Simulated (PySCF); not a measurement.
Below is a simulated gas-phase C 1s photoelectron spectrum of `C=C(CF)[SiH2]N`.

Every computed line was given a Gaussian of 0.8 eV full width at half maximum and an area set by the number of equivalent atoms; the highest printed point is 100. Computed with PySCF, delta-SCF UKS SCAN, pcX-2 on the ionised atom, pcseg-1 elsewhere, spin-free X2C.

binding energy (eV), intensity and a bar:
```
    289.1          0 
    289.2          1 
    289.3          2 #
    289.4          5 #
    289.5          9 ###
    289.6         16 #####
    289.7         28 ########
    289.8         42 #############
    289.9         60 ##################
    290.0         77 #######################
    290.1         92 ############################
    290.2        100 ##############################
    290.3        100 ##############################
    290.4         92 ###########################
    290.5         77 #######################
    290.6         59 ##################
    290.7         42 #############
    290.8         27 ########
    290.9         16 #####
    291.0          9 ###
    291.1          4 #
    291.2          2 #
    291.3          1 
    291.4          0 
    291.5          0 
    291.6          0 
    291.7          0 
    291.8          0 
    291.9          0 
    292.0          1 
    292.1          1 
    292.2          3 #
    292.3          6 ##
    292.4         10 ###
    292.5         17 #####
    292.6         25 #######
    292.7         34 ##########
    292.8         42 #############
    292.9         48 ##############
    293.0         51 ###############
    293.1         49 ###############
    293.2         43 #############
    293.3         35 ##########
    293.4         26 ########
    293.5         17 #####
    293.6         11 ###
    293.7          6 ##
    293.8          3 #
    293.9          2 
    294.0          1 
    294.1          0 
    294.2          0
```

Problem. Count the maxima, the lines and the sites behind this envelope.

Solution. The curve has 2 maxima (at 290.2 and 293.0 eV). Under it lie 3 lines from 3 inequivalent carbon sites. At this width some lines have no maximum of their own.

Problem. Decompose the envelope and assign each component. Numbering: `[CH2:1]=[C:2]([CH2:3][F:4])[SiH2:5][NH2:6]`.

Solution. 
```
position (eV)  relative area  line  atoms                      environment
       290.22              1  C 1s     C2  fully substituted alkene carbon
       290.27              1  C 1s     C1             terminal =CH2 carbon
       293.00              1  C 1s     C3                   sp3 C–F carbon
```

The listed C 1s values span 2.78 eV, from C2 (bonded to C (double bond), C and Si) to C3 (bonded to F, C and 2 H). Summing the Pauling electronegativity differences to the bonded atoms, each weighted by its formal bond order, gives -0.65 for the lowest site and +0.73 for the highest; no listed site has a larger sum than the highest. The smallest sum, -0.70, belongs to C1, 0.05 eV above the lowest.

Shake-up satellites, vibrational structure and lifetime widths aren't simulated. The structure is a single GFN2-xTB conformer in the gas phase; no vibrational or solvent corrections.

Time: 92 s; peak memory 0.63 GiB. Hardware: Arm Neoverse V1, one thread, no GPU (shared host).

Conformer computed: `[CH2:1]=[C:2]([CH2:3][F:4])[SiH2:5][NH2:6]`: C1–C2–C3–F4 -147°, C1–C2–Si5–N6 -6°, H–N6–Si5–C2 55°, H–N6–Si5–C2 -169°.
